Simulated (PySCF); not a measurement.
**What binds GeCl⁺: the parts of the energy along the bond**

State: ¹Σ⁺, singlet, closed shell. RHF-based CCSD(T) in PySCF 2.14 with Ge cc-pwCVDZ-PP with ECP10, Cl aug-cc-pV(D+d)Z and Ge cc-pwCVTZ-PP with ECP10, Cl aug-cc-pV(T+d)Z (frozen core orbitals: 9; scalar-relativistic core potentials). Correlation energies are extrapolated as n⁻³ (n = 2, 3), Hartree–Fock as (n+1)·exp(−9√n). CV is the change on freezing 5 orbitals instead, in Ge cc-pwCVTZ-PP with ECP10, Cl cc-pwCVTZ. All energies in eV from Ge⁺ + Cl.

```
 R (Å)  HF/CBS  CCSD corr.      (T)       CV   total
1.8228  -2.247      -1.306  -0.1853  -0.0224  -3.761
1.9056  -2.815      -1.283  -0.1948  -0.0173  -4.310
1.9885  -3.076      -1.270  -0.2058  -0.0132  -4.565
2.0713  -3.122      -1.262  -0.2179  -0.0099  -4.612
2.1542  -3.017      -1.259  -0.2309  -0.0073  -4.514
2.2578  -2.744      -1.259  -0.2482  -0.0048  -4.256
2.3613  -2.374      -1.262  -0.2664  -0.0029  -3.905
```

A fit to the total gives Re = 2.0522 Å, De = 4.616 eV, ωe = 510.5 cm⁻¹, Be = 0.1686 cm⁻¹ (masses 73.9212 and 34.9689 u).

Task: At R = 2.0713 Å the CCSD correlation energy is -0.457270 hartree in the smaller basis and -0.706846 in the larger. Extrapolate it.

Result: (3³·E3 − 2³·E2)/(3³ − 2³) = -0.81193 hartree; the larger basis holds 87.1 % of it.

The T1 diagnostic is 0.018. The open-shell atoms are computed with UHF. Spin–orbit coupling, excitations beyond (T) and corrections to the Born–Oppenheimer picture are left out.
